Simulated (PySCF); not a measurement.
Isomers of C5H13F3Si2.

All values: PBE0/pcSseg-1 (PySCF) at GFN2-xTB geometries, gas phase, one conformer each.

Problem. Rank by LUMO energy, highest first.
A. `[CH3:1][CH2:2][CH2:3][Si@@H:4]([SiH2:5][CH3:6])[C:7]([F:8])([F:9])[F:10]` with C1–C2–C3–Si4 -178°, C2–C3–Si4–Si5 -179°, C3–Si4–Si5–C6 176°
B. `[CH3:1][CH2:2][C@H:3]([SiH3:4])[CH2:5][SiH2:6][C:7]([F:8])([F:9])[F:10]` with C1–C2–C3–Si4 63°, C2–C3–C5–Si6 -56°, C3–C5–Si6–C7 -51°
C. `[CH3:1][SiH2:2][C@H:3]([CH3:4])[SiH2:5][CH2:6][C:7]([F:8])([F:9])[F:10]` with C1–Si2–C3–C4 -175°, Si2–C3–Si5–C6 -70°, C3–Si5–C6–C7 -59°

Solution. C (0.59 eV), B (0.29 eV), A (-0.17 eV).

Problem. Rank by HOMO–LUMO gap, highest first.
A. `[CH3:1][CH2:2][C@H:3]([SiH3:4])[CH2:5][SiH2:6][C:7]([F:8])([F:9])[F:10]` with C1–C2–C3–Si4 63°, C2–C3–C5–Si6 -56°, C3–C5–Si6–C7 -51°
B. `[CH3:1][CH:2]([CH3:3])[SiH2:4][SiH2:5][CH2:6][C:7]([F:8])([F:9])[F:10]` with C1–C2–Si4–Si5 -53°, C2–Si4–Si5–C6 -50°, Si4–Si5–C6–C7 -57°
C. `[CH3:1][SiH2:2][C@H:3]([CH3:4])[SiH2:5][CH2:6][C:7]([F:8])([F:9])[F:10]` with C1–Si2–C3–C4 -175°, Si2–C3–Si5–C6 -70°, C3–Si5–C6–C7 -59°

Solution. C (8.86 eV), A (8.37 eV), B (8.04 eV).

Problem. Rank by the lowest IAO charge on any atom, lowest value first.
A. `[CH3:1][CH:2]([CH3:3])[SiH2:4][SiH2:5][CH2:6][C:7]([F:8])([F:9])[F:10]` with C1–C2–Si4–Si5 -53°, C2–Si4–Si5–C6 -50°, Si4–Si5–C6–C7 -57°
B. `[CH3:1][SiH2:2][C@H:3]([CH3:4])[SiH2:5][CH2:6][C:7]([F:8])([F:9])[F:10]` with C1–Si2–C3–C4 -175°, Si2–C3–Si5–C6 -70°, C3–Si5–C6–C7 -59°
C. `[CH3:1][CH2:2][C@H:3]([SiH3:4])[CH2:5][SiH2:6][C:7]([F:8])([F:9])[F:10]` with C1–C2–C3–Si4 63°, C2–C3–C5–Si6 -56°, C3–C5–Si6–C7 -51°

Solution. B (-0.716 e), A (-0.573 e), C (-0.532 e).

All values together:

| SMILES | μ (D) | HOMO (eV) | LUMO (eV) | lowest IAO charge (e) | highest IAO charge (e) | lowest Hirshfeld charge (e) | highest Hirshfeld charge (e) |
| --- | --- | --- | --- | --- | --- | --- | --- |
| CCC[Si@@H]([SiH2]C)C(F)(F)F | 2.51 | -8.30 | -0.17 | -0.701 (C) | +0.559 (Si/C) | -0.209 (C) | +0.257 (Si) |
| C[SiH2][C@H](C)[SiH2]CC(F)(F)F | 1.76 | -8.27 | 0.59 | -0.716 (C) | +0.808 (C) | -0.214 (C) | +0.341 (Si) |
| CC(C)[SiH2][SiH2]CC(F)(F)F | 2.29 | -8.13 | -0.10 | -0.573 (C) | +0.806 (C) | -0.182 (C) | +0.256 (C) |
| CC[C@H]([SiH3])C[SiH2]C(F)(F)F | 2.58 | -8.08 | 0.29 | -0.532 (C) | +0.716 (Si) | -0.153 (C) | +0.335 (Si) |

Conformers: `[CH3:1][CH2:2][CH2:3][Si@@H:4]([SiH2:5][CH3:6])[C:7]([F:8])([F:9])[F:10]` with C1–C2–C3–Si4 -178°, C2–C3–Si4–Si5 -179°, C3–Si4–Si5–C6 176°; `[CH3:1][SiH2:2][C@H:3]([CH3:4])[SiH2:5][CH2:6][C:7]([F:8])([F:9])[F:10]` with C1–Si2–C3–C4 -175°, Si2–C3–Si5–C6 -70°, C3–Si5–C6–C7 -59°; `[CH3:1][CH:2]([CH3:3])[SiH2:4][SiH2:5][CH2:6][C:7]([F:8])([F:9])[F:10]` with C1–C2–Si4–Si5 -53°, C2–Si4–Si5–C6 -50°, Si4–Si5–C6–C7 -57°; `[CH3:1][CH2:2][C@H:3]([SiH3:4])[CH2:5][SiH2:6][C:7]([F:8])([F:9])[F:10]` with C1–C2–C3–Si4 63°, C2–C3–C5–Si6 -56°, C3–C5–Si6–C7 -51°.
